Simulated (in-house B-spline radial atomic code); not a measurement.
Results of a calculation; reference values are marked as such.
## Sb ion on As atom: potential, deflection and energy transfer

The pair potential comes from two frozen, spherical free-atom densities (PBE, B-spline radial code, scalar-relativistic past argon): electrostatics plus the change in Thomas-Fermi kinetic and Dirac exchange energy where they overlap, the recipe behind the universal ZBL potential, which averages such potentials (from solid-state densities) over many pairs. It is written V = (Z1 Z2 e²/r) φ(r/a), with e² = 14.3996 eV·Å and a = 0.46850 Å/(Z1^0.23 + Z2^0.23); ZBL's fit is φ = 0.18175 e^(−3.1998x) + 0.50986 e^(−0.94229x) + 0.28022 e^(−0.4029x) + 0.02817 e^(−0.20162x). Where φ falls below 4e-4 it is continued as an exponential.

Masses 121.76 and 74.92 u.

```json
{"x = r/a": "0.1", "φ, this pair": "0.8878", "φ, ZBL": "0.8928"}
{"x = r/a": "0.25", "φ, this pair": "0.7633", "φ, ZBL": "0.7647"}
{"x = r/a": "0.5", "φ, this pair": "0.6126", "φ, ZBL": "0.6096"}
{"x = r/a": "1", "φ, this pair": "0.4199", "φ, ZBL": "0.4164"}
{"x = r/a": "1.5", "φ, this pair": "0.3018", "φ, ZBL": "0.2995"}
{"x = r/a": "2", "φ, this pair": "0.2242", "φ, ZBL": "0.2218"}
{"x = r/a": "3", "φ, this pair": "0.1318", "φ, ZBL": "0.1292"}
{"x = r/a": "4", "φ, this pair": "0.08207", "φ, ZBL": "0.08026"}
{"x = r/a": "5", "φ, this pair": "0.05271", "φ, ZBL": "0.05224"}
{"x = r/a": "6.5", "φ, this pair": "0.02935", "φ, ZBL": "0.02914"}
{"x = r/a": "8", "φ, this pair": "0.01722", "φ, ZBL": "0.01705"}
{"x = r/a": "10", "φ, this pair": "0.00878", "φ, ZBL": "0.008778"}
{"x = r/a": "12", "φ, this pair": "0.004817", "φ, ZBL": "0.00474"}
{"x = r/a": "14.5", "φ, this pair": "0.002467", "φ, ZBL": "0.002328"}
{"x = r/a": "17", "φ, this pair": "0.001301", "φ, ZBL": "0.001212"}
{"x = r/a": "20", "φ, this pair": "0.0006066", "φ, ZBL": "0.0005882"}
```

Question: At x = 6.5 the electrostatic, kinetic and exchange parts are -201.81, 1418.13 and -117.43 eV. Find r, V and φ.

Answer: a = 0.46850/(2.4703 + 2.2349) = 0.09957 Å, so r = 0.64722 Å. V = -201.81 + 1418.13 + (-117.43) = 1098.89 eV. The bare repulsion is 51 × 33 × 14.3996/0.64722 = 37444 eV, so φ = 0.0293, +0.7 % against ZBL's 0.0291. The kinetic (Pauli) term is 129 % of V here, as the other two terms together attract.

Question: The ion comes in at 63.89 keV with impact parameter 0.0498 Å. The scattering integral gives a centre-of-mass angle of 140° and a closest approach of 2.162 a. What are the reduced energy, the energy passed on and the laboratory angles?

Answer: ε = E a M2/(Z1 Z2 e² (M1 + M2)) = 63890 × 1.5651e-06 = 0.1. The most that one collision can pass on is γE with γ = 4 M1 M2/(M1 + M2)² = 0.9433. Here T = γE sin²(θ/2) = 0.9433 × 63890 × 0.8831 = 53230 eV. The ion turns by arctan(sin θ/(cos θ + M1/M2)) = 36.8°, and the struck atom leaves at (180° − θ)/2 = 20.0°. The closest approach is 0.215 Å. With ZBL the angle would be 139.86° and T = 53170 eV.
